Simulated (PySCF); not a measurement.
A structure optimised at r2SCAN-D4/def2-SVP, used in a PySCF frequency run:

```xyz
8

Tc     0.0000     0.0000    -0.1096
O     -1.3966     0.8063    -0.5789
O      1.3966     0.8063    -0.5789
O      0.0000    -1.6126    -0.5789
C      0.0000     0.0000     1.9511
H      0.0000     1.0442     2.2998
H      0.9043    -0.5221     2.2998
H     -0.9043    -0.5221     2.2998
```
Charge 0, spin multiplicity 1.

Problem. Write its SMILES, formula and point group.

Solution. [CH3][Tc](=[O])(=[O])=[O], CH₃O₃Tc, C3v

Problem. What are its rotational constants (standard atomic weights)?

Solution. 3.9448, 3.5434, 3.5434 GHz
